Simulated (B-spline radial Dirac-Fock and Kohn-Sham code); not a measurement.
These are calculated numbers from a radial B-spline solver; the model is relativistic Hartree-Fock (Dirac-Fock) wave functions, averaged over the configuration.

Question: This computed X-ray form factor belongs to an atom or ion in its tabulated ground configuration. Which?

| sin θ/λ (Å⁻¹) | f₀ |
| --- | --- |
| 0.06 | 5.990 |
| 0.08 | 5.982 |
| 0.11 | 5.966 |
| 0.17 | 5.919 |
| 0.25 | 5.827 |
| 0.84 | 4.420 |
| 1.54 | 2.626 |
| 1.88 | 2.086 |
| 4.19 | 1.040 |

Answer: Ti¹⁶⁺, with 6 electrons in [He] 2s2 2p2. f₀ tends to the number of electrons as s goes to zero, which the first rows give only roughly, and the rate of fall reflects the nuclear charge, 22.
